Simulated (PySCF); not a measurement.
Computed IR spectrum (relative IR intensity) of a molecule C2H8FNSi. Geometry: PBE-D3(BJ)/def2-SVP. The values are those of a single conformer. Level of theory: PBE-D3(BJ)/def2-SVP (PySCF 2.14.0). Frequencies are harmonic and unscaled.

Lines under 2 % of the strongest are left out, and lines within 2 cm⁻¹ are merged.

ν (cm⁻¹): 222 (w), 263 (m), 332 (w), 411 (w), 571 (m), 669 (m), 807 (s), 820 (w), 888 (vs), 907 (m), 919 (s), 977 (m), 1016 (vw), 1107 (vw), 1173 (vw), 1284 (vw), 1296 (vw), 1341 (vw), 1408 (vw), 1429 (vw), 1576 (w), 2164 (s), 2187 (s), 2832 (m), 2955 (w), 3033 (w), 3061 (w) (against the strongest line: vs over 80 %, s over 45 %, m over 15 %, w over 4 %, vw less)

Task: Which molecule gave these data?
A) CN[Si@H](C)F
B) C[C@@H](N)[SiH2]F
C) CCN[SiH2]F
D) C[Si@H](N)CF

Result: B, C[C@@H](N)[SiH2]F
